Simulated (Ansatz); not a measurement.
Ansatz (a quantum-chemistry and plane-wave program) job for Si(Cl)(Me)(OH)(NH2) (CH6ClNOSi), SMILES C[Si](Cl)(N)O, PBE0/def2-SVPD. Geometry optimised at PBE0-D3(BJ)/def2-SVP. This is a generated structure with no PubChem entry under its InChIKey; it may be hypothetical. The values are those of a single conformer.

Ansatz 0.2 input:
```yaml
crystal:
  periodic: [false, false, false]
  atoms:
    - {symbol: C, position_ang: [1.69023015, -0.85574549, -0.51172921]}
    - {symbol: Si, position_ang: [0.07200281, 0.03531433, -0.33004453]}
    - {symbol: N, position_ang: [-1.09127133, -0.67450717, -1.37705041]}
    - {symbol: O, position_ang: [0.14882607, 1.66225573, -0.64344193]}
    - {symbol: Cl, position_ang: [-0.45502362, -0.03923716, 1.67929838]}
    - {symbol: H, position_ang: [1.60442840, -1.90338794, -0.18467245]}
    - {symbol: H, position_ang: [2.45553221, -0.37113891, 0.11249528]}
    - {symbol: H, position_ang: [2.03529608, -0.84338880, -1.55720533]}
    - {symbol: H, position_ang: [-2.05618648, -0.36288220, -1.32857703]}
    - {symbol: H, position_ang: [-1.05351416, -1.67536191, -1.53854429]}
    - {symbol: H, position_ang: [0.04871600, 1.88676824, -1.57368154]}
basis:
  gaussian:
    orbitals: def2-SVPD
hamiltonian:
  xc: {name: PBE0}
```

Output:

```
WARN ansatz: RAYON_NUM_THREADS=1 ignored (pool sized by the plan → 1); use --threads N
Functional definition: PBE0
integrals: 0.11 GiB planned
1444 factors; their error is unknown
mean field: 0.87 GiB planned
mean field evaluation 1: about -25043.2784 eV, gradient 7.5e1 eV
mean field evaluation 2: about -25033.6049 eV, gradient 1.0e2 eV
mean field evaluation 4: about -25054.2463 eV, gradient 3.6e0 eV
mean field evaluation 8: about -25054.2729 eV, gradient 7.0e-2 eV
mean field evaluation 16: about -25054.4130 eV, gradient 2.2e-5 eV
mean field -25054.41303171 eV, -920.7326964241 hartree, gradient 2.2e-5 eV, S^2 0.000000; 0 other end points of the search recorded, 0 dependent functions left out
reference -25054.41307078 eV, -920.7326978600 hartree; 29, 29 occupied and 133, 133 virtual orbitals, 1444 factors
Total energy: -25054.41307078 eV, -920.7326978600 hartree
```

Self-consistency was reached.
